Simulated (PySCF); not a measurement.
Compound: C₃H₄BrF₃Si.
Geometry (PBE0-D3(BJ)/def2-SVP, Å), atoms numbered from 1 in this order:
```xyz
12
C3H4BrF3Si angstrom
F      0.931   -1.715    0.647
C     -0.223   -1.536   -0.023
F     -0.103   -2.211   -1.174
F     -1.191   -2.126    0.680
C     -0.502   -0.087   -0.240
C      0.641    0.788   -0.815
Si     0.131    1.237    0.899
Br    -1.152    2.998    1.235
H     -1.486    0.067   -0.696
H      1.607    0.285   -0.940
H      0.378    1.421   -1.669
H      0.964    0.909    2.073
```

Computed, not measured: PBE0-D3(BJ)/def2-SVP geometry optimisation, gas phase (PySCF).

Take the most abundant isotopes and a rigid rotor. 

Q: Give the principal moments of inertia and the rotational constants in cm⁻¹.

A: Ia = 162.32, Ib = 1081.39, Ic = 1115.15 u·Å²; 505379 MHz·u·Å²/I gives 3113, 467.3 and 453.2 MHz, that is A = 0.10385, B = 0.01559, C = 0.01512 cm⁻¹.

Q: Classify the top.

A: A near-prolate asymmetric top. Ray's parameter κ = (2B − A − C)/(A − C) = -0.989; −1 is the prolate and +1 the oblate limit.

Q: Is it planar, by Δ = Ic − Ia − Ib?

A: Not planar: Δ = Ic − Ia − Ib = -128.56 u·Å². For a rigid frame Δ = −2 Σ m c², so Σ m c² = 64.28 u·Å² lies off the ab plane: 8.40 from hydrogen and 55.88 from heavier atoms. The atom farthest from that plane is 2.04 Å away.

Q: Give the other two planar moments, Paa and Pbb, and the rms extents of the mass along the axes.

A: Paa = Σ m a² = (Ib + Ic − Ia)/2 = 1017.11 and Pbb = Σ m b² = (Ia + Ic − Ib)/2 = 98.04 u·Å². With the mass M = 203.92 u, the rms extents √(P/M) along a, b and c are 2.23, 0.69, 0.56 Å.

Q: Which types of transition are allowed, and where do some lines up to J = 2 fall?

A: The dipole components are |μa| = 1.32 D, |μb| = 1.03 D, |μc| = 0.20 D. The squared components, which scale the intensities, stand as 1.00 : 0.61 : 0.02 (a : b : c). Some lines, for components of 0.1 D or more:

| type | branch | J(Ka,Kc) | MHz | lower level (cm⁻¹) |
| --- | --- | --- | --- | --- |
| a | R | 1(0,1) ← 0(0,0) | 921 | 0.000 |
| a | R | 2(0,2) ← 1(0,1) | 1841 | 0.031 |
| a | R | 2(1,1) ← 1(1,0) | 1855 | 0.119 |
| c | Q | 2(1,2) ← 2(0,2) | 2632 | 0.092 |
| c | Q | 1(1,1) ← 1(0,1) | 2646 | 0.031 |
| b | Q | 1(1,0) ← 1(0,1) | 2660 | 0.031 |
| b | Q | 2(1,1) ← 2(0,2) | 2674 | 0.092 |
| b | R | 1(1,1) ← 0(0,0) | 3567 | 0.000 |
| c | R | 1(1,0) ← 0(0,0) | 3581 | 0.000 |
| b | R | 2(1,2) ← 1(0,1) | 4473 | 0.031 |
| c | Q | 2(2,1) ← 2(1,1) | 7938 | 0.181 |
| b | Q | 2(2,0) ← 2(1,1) | 7938 | 0.181 |
| c | R | 2(2,0) ← 1(1,0) | 9794 | 0.119 |
| c | R | 2(2,1) ← 1(1,1) | 9808 | 0.119 |

Whether it is a minimum is left open (no frequencies). Zero-point vibration and centrifugal distortion are left out. Quadrupole hyperfine structure (79Br) is left out.
